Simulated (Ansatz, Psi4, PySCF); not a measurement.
Lewis adduct: AlH3 (SMILES [AlH3]) (first 4 atoms) with H2S (SMILES S); geometry from B3LYP-D3(BJ)/def2-TZVP, rigid monomers moved along the line of their centres of mass till Al1···S5 is 2.32 Å.
(charge 0, multiplicity 1):
```xyz
7

Al    -0.2520    -0.1264     0.4923
H     -1.0017    -1.4932     0.8004
H     -1.1170     1.1968     0.3387
H      1.1968    -0.1837    -0.1560
S      0.4970     0.3594     2.6321
H      1.0028    -0.8493     2.9343
H     -0.6500     0.1236     3.2932
```

```csv
level,interaction energy (kcal/mol),"minus CCSD(T)/CBS(aug-cc-pV(D+d)Z, aug-cc-pV(T+d)Z)",cost
HF/aug-cc-pV(T+d)Z,-5.59,6.24,-
r2SCAN-D3(BJ)/def2-TZVPPD,-14.78,-2.95,×2
r2SCAN-D4/def2-TZVPPD,-14.70,-2.86,×2
B3LYP/LANL2DZ (no counterpoise),-1.29,10.54,-
B3LYP-D3(BJ)/def2-TZVPPD,-11.84,0.00,×2
B3LYP-D4/def2-TZVPPD,-11.37,0.47,×2
PBE0-D4/def2-TZVPPD,-14.49,-2.65,×2
M06-2X/6-31G* (no counterpoise),-13.62,-1.78,-
wB97M-V/def2-TZVPPD,-12.22,-0.38,×5
MP2/aug-cc-pV(T+d)Z,-11.27,0.56,-
SCS-MP2/aug-cc-pV(T+d)Z,-9.60,2.24,-
CCSD/aug-cc-pV(T+d)Z,-10.04,1.79,-
"CCSD(T)/CBS(aug-cc-pV(D+d)Z, aug-cc-pV(T+d)Z)",-11.84,0.00,×40*
SAPT0/jun-cc-pV(D+d)Z,-11.86,-0.02,-
```

 The comparison column counts from a level with limits of its own.

The rows run from -14.78 (r2SCAN-D3(BJ)/def2-TZVPPD) to -1.29 kcal/mol (B3LYP/LANL2DZ (no counterpoise)).

Counterpoise-corrected where a basis set is named; no monomer relaxation. Rows marked so take none.

Cores are frozen in the correlated methods. CBS: X⁻³ extrapolation of the correlation energy, Hartree–Fock from the larger set. Rows in 6-31G*, LANL2DZ carry no dispersion term and start afresh at each structure (6-31G* with six Cartesian d functions). LANL2DZ brings its own core potentials from Na on.

Programs: Ansatz (a first-principles code) with Gaussian orbitals; Psi4 for SAPT; PySCF for 6-31G* rows, LANL2DZ rows, the dispersion terms. Values without a source in brackets are computed.

Costs are rough ratios of core time to PBE/def2-TZVPPD (about 4 s over the structures, on one shared machine); a dash marks a level with no comparable run of its own. A star marks coupled-cluster runs past 200 virtual orbitals, where the program's memory plan changes under this machine's limit, so their costs aren't comparable with smaller runs.
